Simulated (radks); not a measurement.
Task: The table gives one normalised radial function P(r) = r R(r) of Sc in [Ar] 3d1.5 4s1.5 (r in bohr). Method: scalar-relativistic Kohn-Sham, PBE, spin-unpolarised, spherical densities, finite nucleus; Fermi nuclear charge, rms radius 3.5459 fm; computed with a radial shooting solver on a logarithmic mesh with Libxc functionals.

r              P
0.002743   0.0008
0.004125   0.0018
0.006203   0.0038
0.009329   0.0082
0.01414    0.0178
0.02127    0.0370
0.03198    0.0744
0.04809    0.1417
0.07232    0.2490
0.1088     0.3866
0.1635     0.4931
0.2479     0.4309
0.3728     0.0675
0.5606    -0.5215
0.8431    -0.9557
1.268     -0.8767
1.907     -0.4556
2.867     -0.1277
4.346     -0.0154
6.536     -0.0006
9.829     0.0000

Which n and l does it have? It may be an empty orbital.

Result: n = 3, l = 1: the number of nodes gives n - l - 1 = 1, the rise at small r (about r^(l+1)) gives l, and the extent must fit the shell. The curve is that of 3p. 3p: eigenvalue -31.997 eV, 1 radial node at r = 0.393 bohr, <r> = 1.18 bohr, 90 % of the charge inside 1.82 bohr.
